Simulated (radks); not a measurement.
The numbers below are computed, except where a source is named.
All-electron atom: Pr IV in [Xe] 4f1 6p1 (not the ground configuration).

Code: a radial shooting solver on a logarithmic mesh with Libxc functionals. Model: Dirac Kohn-Sham, PBEsol, spin-unpolarised, spherical densities, finite nucleus; open shells fill j = l - 1/2 first; Fermi nuclear charge, rms radius 4.8919 fm.

Energy parts (eV):
part                      energy
total                 -251343.25
kinetic                270317.38
electron-nucleus      -611088.96
Hartree                 95186.50
exchange-correlation    -5758.17

Orbitals (lengths in bohr, moments of r in powers of bohr; <r^-3> diverges for s and p1/2; r(max) is where P^2 peaks; r(90%) holds 90 % of the orbital's charge):
orbital  occ.  eigenvalue (eV)   r(max)  <r^-3>   <1/r>  r(90%)
1s1/2       2        -41797.24  0.01542       -   64.66  0.0435
2s1/2       2        -6758.035  0.08744       -   15.27   0.159
2p1/2       2        -6390.222  0.06652       -   15.26   0.142
2p3/2       4        -5908.439  0.07187    7505   13.77   0.150
3s1/2       2        -1493.531   0.2495       -   5.522   0.400
3p1/2       2        -1336.991   0.2362       -   5.436   0.393
3p3/2       4        -1241.597   0.2478    1527   5.064   0.411
3d3/2       4        -968.0224   0.1987   251.5   4.932   0.384
3d5/2       6        -947.4690   0.2019   228.0   4.837   0.389
4s1/2       2        -331.1683   0.5783       -   2.303   0.890
4p1/2       2        -272.3998   0.5864       -   2.200   0.925
4p3/2       4        -251.5019   0.6109   335.8   2.077   0.965
4d3/2       4        -154.7088   0.6277   46.48   1.866    1.07
4d5/2       6        -150.9869   0.6357   41.72   1.835    1.08
5s1/2       2         -72.9456    1.314       -  0.9334    2.04
5p1/2       2         -55.8725    1.420       -  0.8415    2.26
5p3/2       4         -52.3953    1.481   55.79  0.8003    2.36
4f5/2       1         -40.6651   0.6586   5.583   1.364    1.55
4f7/2       0         -40.2154   0.6627   5.442   1.354    1.56
6p1/2       1         -19.2376    3.419       -  0.3535    5.11
6p3/2       0         -18.5639    3.541   10.95  0.3414    5.26

The highest occupied level is 6p1/2 at -19.238 eV. The configuration is held as typed, so some empty levels lie below it. Summed over all electrons, <r^2> = 49.19 bohr^2, which gives a Langevin (diamagnetic) susceptibility term of -39 x 10^-6 cm^3/mol. The electron density at the nucleus is 4.164e+05 e/bohr^3.
